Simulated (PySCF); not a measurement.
## PBE0 on C (carbon, neutral)

Configuration: [He] 2s2 2p1 3d1, one real determinant (an excited configuration). Calculation: PySCF 2.14, in aug-cc-pVQZ with one added diffuse shell each of s, p, d, f, g type (7s6p5d4f3g, 105 functions); no relativity, point nucleus.

```json
{
 "Total energy": "-37.4499 hartree",
 "One-electron energy": "-48.3712 hartree",
 "Hartree (Coulomb) energy": "15.8269 hartree",
 "Exchange-correlation energy": "-4.9057 hartree",
 "Kinetic energy": "37.36201 hartree",
 "⟨S²⟩": "2.0027",
 "⟨L²⟩": "8.008",
 "Sum of ⟨r⟩": "12.52 bohr",
 "Sum of ⟨r²⟩": "70.62 bohr²",
 "Traceless quadrupole moment −½Σ⟨3z² − r²⟩ along its main axis": "16.8 e·bohr²",
 "Density at the nucleus (Gaussians lack the cusp)": "126 bohr⁻³",
 "Spin density at the nucleus": "-0.0505 bohr⁻³",
 "Langevin diamagnetic susceptibility": "-55.9 ×10⁻⁶ cm³/mol"
}
```

| shell | electrons | mean orbital energy (eV) | rms radius, mean of both spins (bohr) |
| --- | --- | --- | --- |
| 1s α | 1 | -293.33 | 0.314 |
| 1s β | 1 | -292.80 | 0.314 |
| 2s α | 1 | -24.164 | 1.60 |
| 2s β | 1 | -22.242 | 1.60 |
| 2p α | 1 | -15.844 | 1.65 |
| 3d α | 1 | -0.973 | 7.91 |

⟨L²⟩ = 8.01 against 12 for a pure F term, so this real determinant mixes terms. The outer electron is Rydberg-like, and this basis confines it to a smaller radius and binds it less than a complete one would.
